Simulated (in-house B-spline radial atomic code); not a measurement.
A fraction x of an electron is removed from 4p in neutral bromine, starting from [Ar] 3d10 4s2 4p5 and keeping the highest spin. Level of theory: scalar-relativistic (X2C) HSE06, spin-polarised, spherical fractional occupations, Fermi nucleus of rms radius 4.1629 fm; calculated with a radial B-spline atomic code at the basis-set limit.

Caution: exact exchange at fractional occupations of open shells leaves self-interaction of up to several eV.

| x | E(x) - E(0) (eV) | 4p down level (eV) |
| --- | --- | --- |
| 0 | 0.0000 | -7.782 |
| 0.02 | 0.1572 | -7.940 |
| 0.2 | 1.7156 | -9.381 |
| 0.34 | 3.1088 | -10.524 |
| 0.39 | 3.6454 | -10.938 |
| 0.5 | 4.8989 | -11.856 |
| 0.54 | 5.3799 | -12.192 |
| 0.68 | 7.1699 | -13.382 |
| 0.75 | 8.1277 | -13.983 |
| 0.93 | 10.7853 | -15.549 |
| 1 | 11.8953 | -16.165 |

The exact functional would give a straight line between the two integer points. Deviations E(x) - E(0) - x[E(1) - E(0)], in eV: -0.081 at x = 0.02, -0.663 at x = 0.2, -0.936 at x = 0.34, -0.994 at x = 0.39, -1.049 at x = 0.5, -1.044 at x = 0.54, -0.919 at x = 0.68, -0.794 at x = 0.75, -0.277 at x = 0.93.

The curve lies below the straight line by up to 1.049 eV (at x = 0.5): convex, the delocalisation error, to which spherically averaged exact exchange adds.

Problem. How well does Slater's transition state (minus the level at half occupation) give the ionisation energy?

Solution. It gives 11.856 eV against 11.895 eV from the two total energies; NIST lists 11.81 eV, ground level to ground level. The end point has an open shell averaged over its orbitals, so its exact exchange keeps a self-interaction and this is no true integer point.
